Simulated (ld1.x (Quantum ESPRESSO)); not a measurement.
**Varying the TM potential for Cd**

Base potential:

cadmium (Cd), norm-conserving Troullier–Martins (Kleinman–Bylander form), made with ld1.x (Quantum ESPRESSO) 7.5 (PBEsol, fully relativistic). Core [Ar] 3d10 4s2, reference 4p6 4d10 5s1.5 5p0 (charge +0.5). Waves: 5s (bound): rc 1.70 bohr; 4p (bound): rc 0.85 bohr; 4d (bound): rc 1.85 bohr. Local part: all-electron potential smoothed inside 1.55 bohr (lloc = -2). Core correction: none.

Open shells are filled in proportion to 2j + 1 (rel_dist='average').

Cutoffs, loose and tight: the cutoffs (Ry, on a coarse ladder) from which the occupation-weighted sum of valence levels, in a spherical-Bessel basis at the reference potential, stays within 10 and 1 mRy of its value at 400 Ry. They do not see the model core or the augmentation charge, which bear on the density cutoff. Test errors are all-electron minus pseudo excitation energies from the reference, over the configurations 4p6 4d10 5s2 5p0; 4p6 4d10 5s1 5p0; 4p6 4d10 5s0 5p0; 4p5 4d10 5s2 5p0; 4p6 4d10 5s1 5p1; 4p6 4d9 5s0 5p0; 4p6 4d10 5s0 5p2. A dash means not determined; rows that change the core or the reference have their own tests. The largest error is taken over the tests solved by every variant that gives reliable tests at all: 4p6 4d10 5s0 5p0; 4p6 4d10 5s0 5p2; 4p6 4d10 5s1 5p1; 4p6 4d10 5s2 5p0; 4p6 4d9 5s0 5p0.

A true bound ghost makes a file unfit for plane-wave use even where its test errors are small: the radial tests pick states by their node count and pass the ghost by. Where a test does run into it, the solver fails or the error is huge.

```tsv
change	outcome	cutoff, loose	cutoff, tight	bound ghosts	largest test error (meV)
base	generated	180 Ry	over 300 Ry	s	-147
local potential all-electron potential smoothed inside 1.00 bohr (lloc = -2)	generated	180 Ry	300 Ry	s	+44
local potential all-electron potential smoothed inside 1.34 bohr (lloc = -2)	generated	180 Ry	300 Ry	s	+14
local potential all-electron potential smoothed inside 1.72 bohr (lloc = -2)	generated	180 Ry	300 Ry	none	-351
local potential all-electron potential smoothed inside 1.92 bohr (lloc = -2)	generated	180 Ry	over 300 Ry	none	-575
local potential all-electron potential smoothed inside 2.10 bohr (lloc = -2)	generated	180 Ry	300 Ry	none	-854
```

Task: What comes out with this change to the base: local potential all-electron potential smoothed inside 1.56 bohr (lloc = -2)?

Result: outcome: generated; cutoff, loose: 180 Ry; cutoff, tight: 300 Ry; bound ghosts: s; largest test error (meV): -182.

Task: What comes out with this change to the base: local potential all-electron potential smoothed inside 0.78 bohr (lloc = -2)?

Result: outcome: generated; cutoff, loose: 180 Ry; cutoff, tight: 300 Ry; bound ghosts: s; largest test error (meV): +90.

Task: What comes out with this change to the base: local potential all-electron potential smoothed inside 1.10 bohr (lloc = -2)?

Result: outcome: generated; cutoff, loose: 180 Ry; cutoff, tight: 300 Ry; bound ghosts: s; largest test error (meV): -35.

Reading the sweep of the rcloc (base included, trends over the rows without a ghost): Bound ghosts are found at 0.78, 1, 1.1, 1.34, 1.55, 1.56 bohr.
